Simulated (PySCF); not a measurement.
Ionisation energy of Pb²⁺ by level of theory

Pb²⁺ [Xe] 4f14 5d10 6s2 (1S) → Pb³⁺ [Xe] 4f14 5d10 6s1 (2S), as a difference of total energies. Computed with PySCF 2.14 in def2-TZVPPD with the def2 core potential (60 electrons) (7s5p4d2f, 56 functions), with a scalar-relativistic core potential. Correlated levels: valence: 5s2 5p6 5d10 frozen. The calculations carry no spin-orbit coupling.

```csv
method,ionisation energy (eV)
UHF,29.764
MP2 (valence),30.329
SCS-MP2 (valence),30.442
CCSD (valence),30.518
```

Q: How much does correlation contribute at MP2 (valence)?

A: 30.329 − (29.764) = 0.565 eV, measured against UHF.

Errors of the correlated levels include the incompleteness of this basis and the frozen core.

With two correlated electrons CCSD is exact in that space.

For comparison: 31.937 eV (measured; NIST Atomic Spectra Database, ionization energies).
